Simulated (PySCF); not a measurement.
SiH3Cl, SMILES [SiH3]Cl. Geometry: B3LYP-D3(BJ)/def2-TZVP. The isomer is the one that the SMILES or the coordinates give; other isomers of the formula were not compared.

Method: B3LYP-D3(BJ)/def2-TZVP (PySCF).

Harmonic wavenumbers (cm⁻¹): 535, 661, 661, 957, 960, 960, 2251, 2263, 2263. Rotational constants (GHz): 85.30, 6.525, 6.525; symmetry number 3.

**Question.** Work out the zero-point energy and the ideal-gas rigid-rotor harmonic-oscillator thermochemistry at 298.15 K and 1 atm.

**Answer.** ZPE = ½ Σ hcν = ½ × 11509 cm⁻¹ = 16.45 kcal/mol. H − E(el) = 19.19 kcal/mol. Entropy in cal/(mol K): translation 38.50, rotation 19.83, vibration 1.62, total 59.95. G − E(el) = 1.32 kcal/mol. Cp = 12.22 cal/(mol K).
